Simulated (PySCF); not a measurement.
Two species compared at the same levels of theory.

First species: C₂H₅NO₂Si.
Atom-mapped SMILES: `[H]/[N:1]=[CH:2]\[SiH2:3][O:4][CH:5]=[O:6]` (hydrogens: H7 on N1; H8 on C2; H9, H10 on Si3; H11 on C5)

Cartesian coordinates in Å at the GFN2-xTB level; atoms count from 1:
```xyz
11
C2H5NO2Si angstrom
N     -1.863    1.624   -0.264
C     -1.844    0.369   -0.207
Si    -0.352   -0.799    0.012
O      0.898    0.315    0.039
C      2.155   -0.025    0.198
O      2.554   -1.139    0.343
H     -0.948    2.069   -0.183
H     -2.819   -0.107   -0.293
H     -0.401   -1.495    1.290
H     -0.183   -1.674   -1.140
H      2.809    0.865    0.181
```

Second species: C6H7ClN2O.
SMILES: `c1(Cl)n(ncc1C(C)=O)C`

Levels: PBE0/pcSseg-1 for dipole moment, HOMO energy, LUMO energy and HOMO–LUMO gap; GFN2-xTB for rotational constant A and rotational constant C. Geometries: GFN2-xTB. All species are isolated and taken at one optimised geometry, non-relativistic unless stated. Electronic properties by PySCF.

Dipoles, sizes and rotational constants follow the conformer. The torsions of the flexible species, by atom-mapped SMILES:
- `[H]/[N:1]=[CH:2]\[SiH2:3][O:4][CH:5]=[O:6]`: N1–C2–Si3–O4 -2°, C2–Si3–O4–C5 179°, Si3–O4–C5–O6 0°
- `[CH3:1][C:2](=[O:3])[c:4]1[cH:5][n:6][n:7]([CH3:8])[c:9]1[Cl:10]`: C1–C2–C4–C5 180°

(1) Which of the two has the higher dipole moment, and by how much?

(2) Which of the two has the higher HOMO–LUMO gap, and by how much?

(3) Which has the higher rotational constant A?

(4) Which has the higher LUMO energy?

(5) Which has the higher rotational constant C?

## Answers

(1) The second: 4.58 D against 0.05 D, a difference of 4.53 D.

(2) The first: 6.30 eV against 6.20 eV, a difference of 0.10 eV.

(3) The first: 8.296 GHz against 1.756 GHz, a difference of 6.540 GHz.

(4) The first: -1.02 eV against -1.16 eV, a difference of 0.14 eV.

(5) The first: 1.364 GHz against 0.645 GHz, a difference of 0.719 GHz.

On the second: The dipole equals about 15.3 × 10⁻³⁰ C·m (1 D = 3.33564 × 10⁻³⁰ C·m).
